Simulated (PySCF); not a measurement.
# Levels of K⁸⁺ from EOM-EA-GCCSD

Reference: closed-shell K⁹⁺, [Ne]; one electron is added. Calculated with PySCF 2.14, two-component X2C-1e with screened spin-orbit coupling, an even-tempered Gaussian basis (19 s from 0.24 bohr⁻², ratio 2.6; 12 p from 0.32 bohr⁻², ratio 2.6; 6 d from 0.32 bohr⁻², ratio 2.8; 3 f from 15 bohr⁻², ratio 2.8); frozen 1s2; the 46 highest virtual spinors dropped; of the others 44 kept and the rest restored at second order. No Breit or QED terms. Binding energies in eV.

```csv
level,Koopmans
3s1/2,175.18
3p1/2,155.72
3p3/2,155.23
3d3/2,128.67
3d5/2,128.64
```

How does correlation move these levels?

3s1/2: second order 175.71, EOM-CCSD 175.71; 3p1/2: second order 156.23, EOM-CCSD 156.24; 3p3/2: second order 155.74, EOM-CCSD 155.75; 3d3/2: second order 128.97, EOM-CCSD 128.98; 3d5/2: second order 128.94, EOM-CCSD 128.94.

For comparison, the ionisation energy of K⁸⁺ is 175.82 eV (semi-empirical (NIST evaluation); NIST Atomic Spectra Database, ionization energies).

Only part of the computed levels is shown.

The screened spin-orbit operator tends to give fine-structure splittings of light species too large.
